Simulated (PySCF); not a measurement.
Sn(H)2(NH2)2, SMILES [NH2][SnH2][NH2] (H6N2Sn), singlet, CAM-B3LYP/def2-SVP optimised geometry.

```
9

Sn    -1.00    -0.38     0.00
N      1.03    -0.38     0.00
N     -1.71    -1.44    -1.60
H     -1.56    -1.23     1.37
H     -1.46     1.28     0.00
H      1.45    -1.28    -0.23
H      1.46     0.33    -0.59
H     -2.62    -1.86    -1.47
H     -1.70    -0.95    -2.49
```

Density from CAM-B3LYP/def2-TZVP, def2 effective core potentials past Kr run with PySCF at that geometry. The core electrons that the potentials of Sn replace are not part of the density.

Minimum of the electron density along straight lines between bonded atoms, close to the bond critical point (lines longer than 1.1 times the sum of covalent radii, or with two minima, are not listed):

| bond | length / Å | ρ at the minimum / e bohr⁻³ | ∇²ρ there / e bohr⁻⁵ | position (fraction from the first atom) |
|---|---|---|---|---|
| Sn1–N2 | 2.031 | 0.117 | 0.33 | 0.51 |
| Sn1–N3 | 2.040 | 0.115 | 0.32 | 0.51 |
| Sn1–H4 | 1.707 | 0.115 | ___ | 0.63 |
| Sn1–H5 | 1.716 | 0.113 | ___ | 0.63 |
| N2–H6 | 1.018 | 0.329 | -1.54 | 0.73 |
| N2–H7 | 1.017 | 0.329 | -1.53 | 0.73 |
| N3–H8 | 1.018 | 0.329 | -1.52 | 0.73 |
| N3–H9 | 1.017 | 0.329 | -1.53 | 0.73 |

Fill in the missing entries.


- Sn1–H4, ∇²ρ there / e bohr⁻⁵: 0.07
- Sn1–H5, ∇²ρ there / e bohr⁻⁵: 0.08
